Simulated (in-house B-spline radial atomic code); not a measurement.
# RPA and G0W0 on LC-wPBE: Cs7+

Configuration [Kr] 4d10 5s2, mean-field start LC-wPBE. Computed with an all-electron radial atomic-structure program (B-spline basis): all electrons, scalar-relativistic (spin-free one-electron X2C), finite nucleus, each spin shell either full or empty, empty states to l = 9 with an (l + 1/2)⁻⁴ tail; G0W0 by contour deformation at full frequency.

Command:
```bash
python run_gw.py task.json out
```
Settings (radii: box in bohr, nucleus in fm):
```
Z                        55
electrons                48
configuration            [Kr] 4d10 5s2
hamiltonian              x2c
method                   lc_wpbe
lmax                     9
rms_radius               4.8041
spin_polarised           False
box_radius               8.41
intervals                66
ion_configuration        [Kr] 4d10 5s1
```

Run time, properties included: 7.5 s on 1 thread of Arm Neoverse V2, on a shared host.

Energies (hartree):

```csv
term,value
mean-field total,-7774.15407
Hartree-Fock functional on these orbitals,-7771.78273
direct second order,-4.3353
second-order exchange,1.184
SOSEX correction,1.1143
```

(1) What is the RPA correlation energy, and what remains with SOSEX?

Quasi-particle levels (eV):

```csv
level,occupied,mean field,Σx - vxc,Σc,QP weight,G0W0
5s,yes,-109.12,0.55,?,?,?
4d,yes,-167.94,-7.80,0.45,0.962,-175.29
5p,no,-83.20,2.98,-1.77,0.975,-81.99
```

G0W0 = mean field + (Σx - vxc) + Σc, with Σc (partial-wave tail included) taken at the quasi-particle energy. Only the outer levels were computed. Levels of low weight are left out.

(2) Where does G0W0 put 5s?

(3) What does it cost to remove one electron (to [Kr] 4d10 5s1) by differences of total energies, each species on its own start (correlation terms add to the Hartree-Fock functional)?

## Answers

(1) RPA gives -3.8708 hartree (-2.19 eV per electron); RPA + SOSEX gives -2.7565, and the second-order doubles -3.1513 hartree (no singles). SOSEX takes back 29 % of the RPA value.

(2) At -111.27 eV, with Σc = -2.71 eV and a quasi-particle weight of 0.975. The tabulated removal energy is 110.1 ± 0.6 eV (NIST, semi-empirical); the calculation leaves out spin-orbit coupling, Breit and QED terms, and what these don't explain is the method's own error.

(3) LC-wPBE 111.03 eV, Hartree-Fock functional 108.35 eV, + RPA 111.03 eV, + RPA + SOSEX 110.48 eV, + second order 111.65 eV. Tabulated: 110.1 ± 0.6 eV (NIST, semi-empirical); the calculation leaves out spin-orbit coupling, Breit and QED terms, and what these don't explain is the method's own error.
